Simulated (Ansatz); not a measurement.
A displaced shape of singlet CuH:

| atom | x (Å) | y (Å) | z (Å) |
| --- | --- | --- | --- |
| Cu | -0.0420 | -0.0203 | -0.0312 |
| H | -0.0469 | -0.0052 | 1.4103 |

It was optimised with HF/def2-SVP in Ansatz (development build ahead of 0.2.0) to forces under 0.001 eV/Å, with restricted orbitals. Each step stands on the lowest determinant of that kind that the program's search found.

(1) What shape does it relax to, and how does the optimisation go?

Answers

(1)

```xyz
2

Cu   -0.0418   -0.0210   -0.0943
H    -0.0471   -0.0045    1.4735
```

Bond lengths: Cu1–H2 1.568 Å.

```csv
step,E − E(start) (eV),largest force (eV/Å)
1,0.0000,1.5925
2,-0.0646,0.8098
3,-0.0920,0.0809
4,-0.0924,0.0005
```

The optimisation ended after 4 steps with its threshold met.
